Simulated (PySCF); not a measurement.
A structure optimised at PBE0-D3(BJ)/def2-SVP, used in a PySCF frequency run:

```
C
H 1 1.0948
C 1 1.4739 2 115.10
C 3 1.3348 1 124.67 2 4.91
H 4 1.0924 3 121.24 1 -179.83
H 4 1.0945 5 117.16 3 -179.94
H 3 1.0957 4 119.53 5 -0.36
C 1 1.5011 2 115.84 3 -146.36
F 8 1.3565 1 117.79 2 145.39
H 8 1.0950 9 111.82 1 143.54
C 8 1.4803 10 120.58 9 -144.84
H 11 1.0928 8 119.49 10 -0.54
H 11 1.0935 12 115.11 8 -145.48
```
Charge 0, spin multiplicity 1.

Question: Write its SMILES and formula.

Answer: C=C[C@@H]1C[C@@H]1F, C₅H₇F

Question: What are its rotational constants (standard atomic weights)?

Answer: 7.0246, 2.4480, 2.0480 GHz
